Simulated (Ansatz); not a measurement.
GeF2. The state is a singlet with charge 0. Geometry PBE-D4/def2-TZVP, that of the charge +1 doublet.

```tsv
atom	x (Å)	y (Å)	z (Å)
Ge1	0.181	-0.228	0.512
F2	-0.456	1.354	0.425
F3	0.275	-1.125	-0.937
```

The structure comes from a short search, and lower isomers may exist.

**Question.** Estimate the orbital energies around the gap (eV) in Ansatz with PBE-D4/def2-TZVP, r2SCAN-D4/def2-TZVP, PBE0-D4/def2-TZVP.

**Answer.** 
```
orbital  PBE-D4/def2-TZVP  r2SCAN-D4/def2-TZVP  PBE0-D4/def2-TZVP
 HOMO−5            -11.44               -11.99             -13.51
 HOMO−4            -10.52               -11.04             -12.53
 HOMO−3            -10.39               -10.93             -12.48
 HOMO−2             -9.96               -10.49             -11.98
 HOMO−1             -9.78               -10.33             -11.86
   HOMO             -7.03                -7.34              -8.28
   LUMO             -3.15                -3.11              -2.37
 LUMO+1             -0.72                -0.36               0.17
 LUMO+2              0.34                 0.79               1.15
 LUMO+3              5.02                 5.75               5.88
 LUMO+4              5.15                 5.99               6.04
 LUMO+5              5.23                 6.06               6.17
```
